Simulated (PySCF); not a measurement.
The numbers are results of PBE0-D4/def2-TZVP // PBE0-D4/def2-SVP in PySCF 2.14.0, not measurements. All species are isolated molecules in the gas phase. One relaxed conformer stands for a flexible species; it need not be the lowest. Delta-SCF ions had no search for a lower state. Excitations are Tamm–Dancoff values on a coarser integration grid. The basis has no diffuse functions, so Rydberg states are missing or too high.

Reference species (SMILES): `B[C@]1(C=O)[C@H]2CC[C@@H]1CC2` (neutral, multiplicity 1).

```json
{
  "vertical ionisation energy (Delta-SCF)": "9.25 eV",
  "HOMO–LUMO gap": "5.43 eV",
  "T1 excitation (TDA)": "3.51 eV",
  "S1 excitation (TDA)": "4.01 eV"
}
```

Changed species: `C1[C@H]([C@H]2[C@H](C=O)C[C@@H]1C2)B`.

Task: Predict the effect on the vertical ionisation energy (Delta-SCF), HOMO–LUMO gap, T1 excitation (TDA) and S1 excitation (TDA).

Result: the vertical ionisation energy (Delta-SCF) goes up by 0.11 eV, to 9.36 eV; the HOMO–LUMO gap goes up by 0.37 eV, to 5.80 eV; the T1 excitation (TDA) rises by 0.15 eV, to 3.66 eV; the S1 excitation (TDA) rises by 0.27 eV, to 4.28 eV.
